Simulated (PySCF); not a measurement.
Species: C7H17N.
SMILES with atom numbers: `[CH3:1][N:2]([CH3:3])[CH2:4][C:5]([CH3:6])([CH3:7])[CH3:8]` (hydrogens: H9, H10, H11 on C1; H12, H13, H14 on C3; H15, H16 on C4; H17, H18, H19 on C6; H20, H21, H22 on C7; H23, H24, H25 on C8)

Computed with PBE0-D3(BJ)/def2-SVP geometry optimisation, gas phase (PySCF).

(1) Give the optimised bond lengths and angles.

## Answers

(1) 
| bond | length (Å) | order |
| --- | --- | --- |
| C1–N2, N2–C3 | 1.439 | single |
| N2–C4 | 1.451 | single |
| C4–C5 | 1.541 | single |
| C5–C6, C5–C7, C5–C8 | 1.528 | single |
| C1–H9, C3–H12 | 1.115 | single |
| C1–H10 and 3 like bonds | 1.101 | single |
| C4–H15, C4–H16 | 1.106 | single |
| C6–H17 and 8 like bonds | 1.102 | single |

Bonds in one row agree within 0.01 Å and their mean is given. Orders are formal, as drawn. A selection of angles:
| angle | degrees |
| --- | --- |
| C1–N2–C3 | 112.8 |
| C1–N2–C4 | 114.6 |
| N2–C4–C5 | 114.3 |
| C4–C5–C6 | 108.3 |
| C4–C5–C7 | 109.6 |
| C6–C5–C7 | 110.0 |

Dihedral angles: C1–N2–C4–C5 -114° (anticlinal); N2–C4–C5–C6 180° (antiperiplanar).

Of the pairs four or more bonds apart, N2···H23 is among the closest relative to their van der Waals radii: 2.64 Å, 96 % of the sum of Bondi's values. N2 (tertiary amine nitrogen) is pyramidal (angles 114.6°, 114.5° and 112.8°, sum 341.9°, 0.36 Å off the plane of its three neighbours).

Point group: Cs (tolerance 0.08 Å). Not checked by PBE0-D3(BJ)/def2-SVP frequencies. The numbers are those of one conformer.

On Intel Xeon Platinum 8488C, one thread, shared host with 192 logical CPUs at a one-minute load of 23, this took 2.1 min of wall time and 0.83 GiB of memory at its peak. These figures are those of the optimisation.
